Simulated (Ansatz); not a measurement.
```xyz
13

C     2.087   -0.685    0.929
N     0.689   -0.372    0.725
B     0.127    0.277   -0.360
Si   -1.855    0.640   -0.422
O    -2.564    0.121   -1.832
H     2.658   -0.331    0.071
H     2.477   -0.201    1.829
H     2.242   -1.764    1.029
H     0.096   -0.683    1.480
H     0.872    0.614   -1.243
H    -2.589   -0.080    0.659
H    -2.118    2.101   -0.220
H    -2.121    0.364   -2.645
```

Charge 0, multiplicity 1.

Q: List the ωB97M-V/def2-TZVPP orbital energies in eV (the Gaussian-basis code of Ansatz). (Best estimate.)

A: Computed: Occupied: -1806.64, -525.73, -395.17, -282.36, -187.22, -147.67, -101.81, -101.78, -101.75, -30.43, -28.11, -21.98, -18.24, -17.79, -16.05, -15.02, -14.92, -13.72, -13.08, -12.71, -12.45, -10.87, -10.44, -9.58. Lowest empty: 1.17, 2.12, 2.48, 3.09, 3.47, 3.81, 4.01, 4.33.
